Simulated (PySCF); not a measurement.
# Relaxation of triplet Hg₂Cl⁺

Level of theory: UPBE0/[Cl def2-SVP, Hg def2-SVP with ECP60], scalar-relativistic core potentials, density fitting, no spin–orbit coupling, PySCF. A (50,194) grid was used.

A start displaced from a saddle point along its imaginary mode, of C2v symmetry, held to at least that symmetry:

Coordinates in bohr (charge 1 multiplicity 3):
```
Cl   -0.0624   -0.4683    0.0000
Hg    0.0054    0.0405    4.9025
Hg    0.0054    0.0405   -4.9025
```

(1) What does it relax to?

(2) How much energy is released, and in how many steps?

## Answers

(1) It ends at C2v with Cl–Hg 2.618 Å (×2); Hg–Cl–Hg 115.2°. The frequency run here used a shortcut that can spoil soft modes, so no verdict on minimum or saddle point is given. Other isomers or separated fragments may lie lower.

(2) 28.2 kJ/mol in 8 steps.

No spin–orbit coupling is included, which matters more the heavier the element.
